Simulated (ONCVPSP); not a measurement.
Ranking ONCV potentials for magnesium (Mg)

All share these settings but for the change named:

Mg (Z = 12), optimised norm-conserving Vanderbilt (ONCV), made with ONCVPSP 4.0.1 (LDA (Perdew-Zunger), scalar-relativistic). Core [He], reference 2s2 2p6 3s2. Waves: 2s+3s: rc 1.20 bohr, ncon 4, nbas 7, qcut 7.5 1/bohr, 2 projectors; 2p: rc 0.65 bohr, ncon 3, nbas 7, qcut 19.1 1/bohr, 2 projectors, debl 2.5 Ha. Local part: polynomial inside 0.60 bohr (lpopt 5, dvloc0 0 Ha). Core correction: polynomial model core, fcfact 0.25.

Test errors are all-electron minus pseudo excitation energies from the reference, over 2s2 2p6 3s1; 2s2 2p6 3s0; 2s2 2p6 3s1.5; 2s2 2p5 3s2. None of these files shows a bound ghost.

The base gives 48.2 meV.

Of 5 variants that were run, those that failed, showed a ghost or another fault, or gave nearly equal values are left out.

A variant can come out equal or close to the base, since the largest error may sit in a test that the change hardly touches while other tests move.

Problem. Rank these variants by their largest absolute test error, smallest first.
A. core correction Teter function fitted to the true core (icmod 2), fcfact 0.6
B. p: rc 0.48; local potential polynomial inside 0.48 bohr (lpopt 5, dvloc0 0 Ha)
C. p: qcut 29.4

Solution. B (31.3 meV), C (38.1 meV), A (48.7 meV).
